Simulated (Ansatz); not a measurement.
Ansatz (a program for electronic structure) input (B3LYP-D3(BJ)/def2-TZVP):

Ansatz 0.2 input:
```yaml
crystal:
  periodic: [false, false, false]
  atoms:
    - {symbol: C, position_ang: [-1.46887510, 0.23452976, 0.15692441]}
    - {symbol: C, position_ang: [-0.54669877, -0.99102361, 0.23122839]}
    - {symbol: C, position_ang: [0.67255023, -0.05152704, 0.26800065]}
    - {symbol: C, position_ang: [-0.24620477, 1.11830377, -0.12945340]}
    - {symbol: N, position_ang: [1.69491065, -0.36374817, -0.70737182]}
    - {symbol: H, position_ang: [-1.93919584, 0.46462281, 1.11100237]}
    - {symbol: H, position_ang: [-2.23208602, 0.21084960, -0.61750913]}
    - {symbol: H, position_ang: [-0.55578117, -1.57901775, -0.68306557]}
    - {symbol: H, position_ang: [-0.67766943, -1.64755034, 1.08875097]}
    - {symbol: H, position_ang: [1.06479872, 0.06759887, 1.29204623]}
    - {symbol: H, position_ang: [-0.15405592, 2.02775681, 0.46037582]}
    - {symbol: H, position_ang: [-0.13779139, 1.35537859, -1.18484293]}
    - {symbol: H, position_ang: [2.16479697, -1.22924656, -0.46284370]}
    - {symbol: H, position_ang: [2.39145378, 0.37354337, -0.73806392]}
basis:
  gaussian:
    orbitals: def2-TZVP
hamiltonian:
  xc: b3lyp
  dispersion: d3bj
relax: {f_tol: 0.002, max_steps: 150}
```

End of the output:

```
mean field: 1.04 GiB planned
mean field -5786.39489592 eV, -212.6460902656 hartree, gradient 2.1e-5 eV, S^2 0.000000; 0 other end points of the search recorded, 0 dependent functions left out
the calculation of the forces begins
reference -5786.39517838 eV, -212.6461006459 hartree; 20, 20 occupied and 189, 189 virtual orbitals, 1271 factors
relax step  10: F+E_penalty+E_count = -5786.86086391 eV  Δ(F+E_penalty+E_count) = -3.930e-6 eV  max|allowed force component| = 5.945e-4 eV/Å  Δτ_max = 0.0009 Å  (31 SCF iters, accepted)
integrals: 0.12 GiB planned
1271 factors; their error is unknown
0.32 GiB of the device are held for the grids
1.02 GiB of device memory are held for the factors and their scratch space
mean field: 1.04 GiB planned
mean field evaluation 96: about -5786.4360 eV, gradient 2.0e-1 eV
mean field -5786.39489592 eV, -212.6460902656 hartree, gradient 2.1e-5 eV, S^2 0.000000; 1 other end points of the search recorded, 0 dependent functions left out
the calculation of the forces begins
reference -5786.39517838 eV, -212.6461006459 hartree; 20, 20 occupied and 189, 189 virtual orbitals, 1271 factors
Total energy: -5786.86114637 eV, -212.6632246537 hartree
Atom 0 at    -1.478352     0.248494     0.231142 Å, force    -0.000033     0.000058    -0.000310 eV/Å
Atom 1 at    -0.561925    -0.998493     0.162647 Å, force    -0.000143     0.000074    -0.000108 eV/Å
Atom 2 at     0.658512    -0.054277     0.238870 Å, force     0.000337     0.000595     0.000297 eV/Å
Atom 3 at    -0.262307     1.107025    -0.197414 Å, force    -0.000335    -0.000044     0.000214 eV/Å
Atom 4 at     1.774652    -0.363659    -0.641927 Å, force     0.000200     0.000101    -0.000123 eV/Å
Atom 5 at    -1.794215     0.467932     1.251445 Å, force    -0.000230    -0.000040     0.000035 eV/Å
Atom 6 at    -2.355084     0.262862    -0.414488 Å, force     0.000075    -0.000052     0.000277 eV/Å
Atom 7 at    -0.602973    -1.472574    -0.818807 Å, force    -0.000054     0.000071    -0.000208 eV/Å
Atom 8 at    -0.668195    -1.758919     0.936452 Å, force     0.000163    -0.000167     0.000018 eV/Å
Atom 9 at     0.952577     0.083462     1.289079 Å, force    -0.000039    -0.000024    -0.000113 eV/Å
Atom 10 at    -0.122406     2.076735     0.280518 Å, force     0.000284    -0.000089    -0.000071 eV/Å
Atom 11 at    -0.218725     1.227667    -1.280576 Å, force     0.000041    -0.000160    -0.000029 eV/Å
Atom 12 at     2.241017    -1.213016    -0.340174 Å, force    -0.000040    -0.000153     0.000215 eV/Å
Atom 13 at     2.467575     0.377230    -0.611587 Å, force    -0.000227    -0.000169    -0.000095 eV/Å
Dipole moment:     0.131749     0.020022     0.227299 e Å
```
